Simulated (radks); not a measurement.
Task: Coherent X-ray form factor from a spherical all-electron density. Calculated with a radial shooting solver on a logarithmic mesh with Libxc functionals: scalar-relativistic Kohn-Sham, SCAN, spin-polarised, spherical densities, finite nucleus; meta-GGA in the generalised Kohn-Sham scheme; Fermi nuclear charge, rms radius of each element as measured or else 0.836 A^(1/3) + 0.57 fm.

sin(theta)/lambda (1/angstrom),f0 (electrons)
0.05,16.896
0.1,16.592
0.15,16.107
0.2,15.470
0.25,14.721
0.3,13.898
0.4,12.187
0.5,10.594
0.6,9.264
0.8,7.458
1,6.405
1.25,5.440
1.5,4.541
2,3.002

The species is in the configuration that NIST lists as its ground one. Which atom or ion scatters so?

Result: The manganese ion Mn8+, [Ne] 3s2 3p5. Extrapolating in s^2 from the first two rows gives f0(0) = 17.0, near the electron count 17; among species with that count, the fall with angle is slower the higher Z, and the table is that of Z = 25; from so few rows the species is fixed only to a neighbour or two.
